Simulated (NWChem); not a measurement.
System: CrH2S3O; SMILES [SH][Cr]([SH])(=[S])=[O]

```xyz
7

Cr    -0.0518     0.2871     0.0000
O      0.0477     1.8334     0.0000
S     -1.9373    -0.3892     0.0000
S      0.9726    -0.3790     1.8345
H      0.3674    -1.6023     1.8525
S      0.9726    -0.3790    -1.8345
H      0.3674    -1.6023    -1.8525
```
Atoms are numbered in this order, from 1.

Results from NWChem. The geometry was optimised at PBE-D3(BJ)/def2-SVP. No frequency run checked for a minimum.

For level PBE0/def2-SVPD:

```yaml
dipole (D): 2.51
```

**Question.** What are these values for level PBE0/def2-SVP?

**Answer.** 
| Quantity | Value |
|---|---|
| dipole (D) | 2.83 |
